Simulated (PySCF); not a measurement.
## Interval between two levels of Ir⁺ by level of theory

Ir⁺ [Xe] 4f14 5d7 6s1 [5F5, M_J = 5] → Ir⁺ [Xe] 4f14 5d7 6p1 [5G6, M_J = 6], as a difference of total energies. All numbers are calculated (PySCF 2.14, the two-component X2C-1e Hamiltonian, in x2c-TZVPall-2c (11s11p10d2f, 108 functions)). Correlated levels: [Kr] 4d10 4f14 frozen; the 34 highest virtual spinors dropped. "Screened" scales the spin-orbit matrix elements by Boettger's factors to mimic the two-electron term; Breit and QED terms are absent.

```
                    method  interval between two levels (cm⁻¹)
 GHF (screened spin-orbit)                               81258
GMP2 (screened spin-orbit)                               86259
```

The labels give the starting determinants; with spin-orbit coupling the two ends relaxed to ⟨J²⟩ = 30.01, ⟨L²⟩ = 12.79, ⟨S²⟩ = 5.84 and ⟨J²⟩ = 43.16, ⟨L²⟩ = 39.04, ⟨S²⟩ = 1.75.

The determinant of the upper state mixes levels of different J (the jj label is only the starting occupation), so the difference between spin-free and spin-orbit rows is not the physical spin-orbit shift.
